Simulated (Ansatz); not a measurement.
Stepwise reaction of `NB(S)S` with hydrogen fluoride, as a gas-phase model of exchange steps in deposition or etching. ΔE in kJ/mol.

Isolated molecules relaxed with PBE0-D4/def2-TZVP in Ansatz; ΔE leaves out vibrations. CCSD(T)/CBS is the MP2 limit (def2-TZVPP, def2-QZVPP) plus CCSD(T) − MP2 in def2-TZVPP, frozen cores. This one scheme is used for every species. Functionals use def2-TZVPP. B3LYP here is the variant with VWN-RPA as its local correlation; programs differ in this. One conformer a species, not always the lowest.

```json
{"step": "1", "reaction": "`NB(S)S` + H–F → `NB(F)S` + H₂S", "PBE-D4": "-65.4", "B3LYP-D4": "-77.5", "ωB97M-V": "-78.2", "CCSD(T)/CBS": "-67.3"}
{"step": "2", "reaction": "`NB(F)S` + H–F → `NB(F)F` + H₂S", "PBE-D4": "-75.4", "B3LYP-D4": "-88.5", "ωB97M-V": "-88.0", "CCSD(T)/CBS": "-81.4"}
```

Q: By hand: ΔE of the 2 steps together at CCSD(T)/CBS.

A: (-67.3) + (-81.4) = -148.7 kJ/mol, or -74.3 kJ/mol a step.

In ΔE each step is lower than the one before. All are downhill at CCSD(T)/CBS. PBE-D4 differs from CCSD(T)/CBS by 1.9 to 6.0 kJ/mol a step. Isolated molecules leave out the surface, adducts and barriers. Largest T1 diagnostic: 0.012.
